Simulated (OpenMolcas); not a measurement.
**Xe2+: effect of correlating more closed shells**

```
Program             : OpenMolcas
Basis               : ANO-RCC-VTZP [7s6p4d2f1g]
Scalar Hamiltonian  : DKH2, point nucleus
Active space        : 4 electrons in 3 orbitals (5p)
State averaging     : 2S+1 = 3 even, 3 roots; 2S+1 = 1 even, 6 roots
Spin-orbit coupling : RASSI with atomic mean-field integrals over the reference wave functions, term energies averaged over their components
```

Methods on the same reference wave functions:
A. CASSCF
B. SS-CASPT2, IPEA 0.25 Eh, imaginary shift 0.1 Eh (closed shells correlated: 5s)
C. SS-CASPT2, IPEA 0.25 Eh, imaginary shift 0.1 Eh (closed shells correlated: 4d 5s)
D. SS-CASPT2, IPEA 0.25 Eh, imaginary shift 0.1 Eh (closed shells correlated: 4s 4p 4d 5s)

Energies in eV above 5s² 5p⁴ ³P₂, the measured ground level; measured values from Saloman, J. Phys. Chem. Ref. Data 33, 765 (2004).

```csv
Level,A,B,C,D,Measured
5s² 5p⁴ ³P₂,0.0000,0.0000,0.0000,0.0000,0.0000
5s² 5p⁴ ³P₀,1.0333,0.985,0.979,0.973,1.0080
5s² 5p⁴ ³P₁,1.0520,1.077,1.078,1.080,1.2143
5s² 5p⁴ ¹D₂,2.3119,2.080,2.064,2.050,2.1200
5s² 5p⁴ ¹S₀,4.8523,4.413,4.370,4.332,4.4762
```

Deviations, from unrounded energies. A percentage is the sum of absolute deviations over the sum of measured energies, with the sign that they share, or ± where signs differ.

| Against measurement | Levels | A | B | C | D |
| --- | --- | --- | --- | --- | --- |
| mean absolute deviation (cm-1) | 4 | 1500 | 530 | 660 | 770 |
| fine structure of the ground term (%) | 2 | ±8.4 | -7.2 | -7.4 | -7.6 |
| other terms of the ground configuration (%) | 2 | +8.6 | -1.6 | -2.4 | -3.2 |

B lies closest to measurement on these levels and A furthest from it. The largest miss of B in the table is 5s² 5p⁴ ³P₁, by -1100 cm-1. The ranking rests on the paired levels alone, and a cruder setting can come out closer through cancelling errors.

Among B to D the level of the table that moves most is 5s² 5p⁴ ¹S₀, by 650 cm-1 (lowest in D, highest in B). Moves below CASPT2's spread within the term are not significant.

From A to B the spin-free energies of the other terms of 5s² 5p⁴ shown, above ³P, scale by factors of 0.81 to 0.86.

The lowest spin-free term lies below A's lowest term by 0.101 hartree in B, 0.575 hartree in C, 0.732 hartree in D.

What an inner shell adds also hangs on whether the basis holds functions to correlate it.

CASPT2 does not keep the components of a term degenerate, so their means are used; among the terms shown or strongly mixed into the levels shown the widest spread is 160 cm-1 (5s² 5p⁴ ¹D, D). With the s shell closed, the reference lacks s² → p² mixing. Measured partners are found by configuration, term and J. A level has none where our copy of the source lacks it or the pairing is in doubt (some pairs that miss far off the trend of their configuration count as doubtful), and it then counts in no deviation. Only configurations of the active space appear.
